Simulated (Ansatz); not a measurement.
Cost and result up the ladder for TiF₃ (4 atoms). Total charge 0; doublet. Geometry: PBE-D4/def2-TZVP.

```xyz
4

Ti   -0.0004    0.0004   -0.0006
F     1.3793    1.0322   -0.4405
F    -0.1933   -1.5968   -0.7580
F    -1.1855    0.5642    1.1991
```

Ansatz on 4 threads of Arm Neoverse V1 on a shared host. Times are rough, and most runs start from the orbitals of an earlier one. r2SCAN0-D4/def2-TZVP serves as the yardstick here, not as an exact answer. Differences are given only for rows in sets of like size (and for xTB, whose basis is part of the method), since another set adds its own error. Binding counts from free atoms at the same level (Ti triplet, F doublet; other spins of the atoms weren't run), without zero-point energy or a counterpoise term.

B3LYP takes the VWN-RPA correlation. HSE06 is defined as in plane-wave codes, on full-range PBE exchange. Correlated methods freeze 8 core orbitals; core or outer-core shells of Ti are correlated, in sets that lack core-valence functions. No other spin state of charge 0 was run.

Correlated methods converge slowly with the basis.

| level | functions | binding energy per atom (eV) | difference from r2SCAN0-D4/def2-TZVP (eV) |
| --- | --- | --- | --- |
| HSE06-D4/def2-TZVP | 138 | 4.65 | 0.12 |
| B97M-V/def2-TZVP | 138 | 4.74 | 0.21 |
| r2SCAN0-D4/def2-TZVP | 138 | 4.53 | 0.00 |
| PBE-D4/def2-SVP | 73 | 5.10 | – |
| PBE0-D4/def2-SVP | 73 | 4.66 | – |
| B3LYP-D4/def2-TZVP | 138 | 4.68 | 0.16 |
| PBE0-D4/def2-TZVPD | 168 | 4.66 | 0.13 |
| CCSD(T)/def2-TZVPP | 157 | 4.58 | 0.05 |
| BHLYP-D4/def2-TZVP | 138 | 4.26 | -0.27 |
| MP2/def2-TZVP | 138 | 4.80 | 0.27 |
| PBE0-D4/def2-TZVP | 138 | 4.65 | 0.12 |

(1) Estimate how long each takes.

## Answers

(1) PBE-D4/def2-SVP 1.1 s; MP2/def2-TZVP 1.4 s; PBE0-D4/def2-SVP 1.6 s; B3LYP-D4/def2-TZVP 2.4 s; HSE06-D4/def2-TZVP 2.6 s; PBE0-D4/def2-TZVP 2.9 s; BHLYP-D4/def2-TZVP 5.5 s; B97M-V/def2-TZVP 7 s; PBE0-D4/def2-TZVPD 7.5 s; r2SCAN0-D4/def2-TZVP 9.5 s; CCSD(T)/def2-TZVPP 48 s. On shared hardware such times vary by a factor of up to 3.
